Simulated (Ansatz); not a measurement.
Basis-set series for `[CH3][GeH2][I]`. Total charge 0; spin multiplicity 1. I: def2 effective core potential. Geometry: relaxed with PBE0-D4/def2-TZVP.

```
atom   x (Å)   y (Å)   z (Å)
  C1   0.037  -0.363   1.024
 Ge2  -0.093   0.501  -0.711
  I3   0.474  -1.200  -2.489
  H4   1.050  -0.734   1.179
  H5  -0.660  -1.199   1.076
  H6  -0.205   0.355   1.811
  H7   0.914   1.649  -0.872
  H8  -1.517   0.990  -1.017
```

```
functional       basis  functions  energy (Eh)  HOMO (eV)  LUMO (eV)
   PBE0-D4  def2-TZVPP        199  -2415.58979      -7.41      -0.74
   PBE0-D4  def2-QZVPP        378  -2415.63828      -7.42      -0.83
   ωB97M-V  def2-TZVPP        199  -2415.71575      -9.54       1.08
   ωB97M-V  def2-QZVPP        378  -2415.76326      -9.55       0.82
```

Problem. Give the rows for def2-SVP. (Best estimate.)

Solution. Computed: 
| functional | basis | functions | energy (Eh) | HOMO (eV) | LUMO (eV) |
| --- | --- | --- | --- | --- | --- |
| PBE0-D4 | def2-SVP | 97 | -2415.27256 | -7.32 | -0.59 |
| ωB97M-V | def2-SVP | 97 | -2415.39449 | -9.43 | 1.34 |

Positive LUMOs are unbound and depend on the basis. Scalar relativity is left out up to krypton.
